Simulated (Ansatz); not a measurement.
Ansatz (a quantum-chemistry and plane-wave program) input (CCSD(T)/cc-pV(5+d)Z):
A basis named .json is the Basis Set Exchange file of that set.

Ansatz 0.2 input:
```yaml
crystal:
  periodic: [false, false, false]
  atoms:
    - {symbol: Si, position_ang: [0.15121277, -0.02467703, -0.05814387]}
    - {symbol: F, position_ang: [-0.16582377, -0.53705544, 1.45420813]}
    - {symbol: F, position_ang: [-0.37641387, 1.51248618, 0.03668097]}
    - {symbol: F, position_ang: [-1.08574441, -0.70975366, -0.86490240]}
    - {symbol: O, position_ang: [1.56685746, -0.25570191, -0.60248326]}
basis:
  gaussian:
    orbitals: cc-pV_5+d_Z.json
total_charge: -1
magnetization: {spin_polarized: false}
correlation: {method: ccsd_t, electrons: outside_noble_gas}
```

Output:

```
Functional definition: HF
integrals: 9.73 GiB planned
3000 factors; integrals over basis functions are off by at most 5.5e-4 eV
4.24 GiB of device memory are held for the factors and their scratch space
mean field: 4.16 GiB planned
mean field evaluation 1: about -18027.9432 eV, gradient 4.2e1 eV
mean field evaluation 2: about -18028.0038 eV, gradient 4.2e1 eV
mean field evaluation 4: about -18031.1071 eV, gradient 3.6e0 eV
mean field evaluation 8: about -18031.1414 eV, gradient 3.2e-1 eV
mean field evaluation 16: about -18027.9450 eV, gradient 4.2e1 eV
mean field -18031.14178888 eV, -662.6322387946 hartree, gradient 2.6e-6 eV, S^2 0.000000; 0 other end points of the search recorded, 0 dependent functions left out
9 core orbitals not correlated
reference -18031.14178888 eV, -662.6322387946 hartree; 16, 16 occupied and 439, 439 virtual orbitals, 3000 factors
second order -34.36987862 eV of doubles, -0.00000000 eV of singles
coupled cluster: 67.45 GiB planned
cycle   1  -33.04951461 eV  change     1.3e0 eV  update   1.1e-1
cycle   2  -33.68446776 eV  change   -6.3e-1 eV  update   3.4e-2
cycle   3  -33.82569116 eV  change   -1.4e-1 eV  update   1.5e-2
cycle   4  -33.80215148 eV  change    2.4e-2 eV  update   3.4e-3
cycle   5  -33.79685552 eV  change    5.3e-3 eV  update   1.3e-3
cycle   6  -33.79821816 eV  change   -1.4e-3 eV  update   4.3e-4
cycle   7  -33.79821819 eV  change   -2.8e-8 eV  update   1.3e-4
cycle   8  -33.79810108 eV  change    1.2e-4 eV  update   3.8e-5
cycle   9  -33.79809964 eV  change    1.4e-6 eV  update   1.2e-5
perturbative correction -1.20145854 eV, -0.0441527868 hartree
Total energy: -18066.14134706 eV, -663.9184488339 hartree
```

It need not be the lowest isomer of its formula. Whether it binds its extra electron was not tested at this geometry.
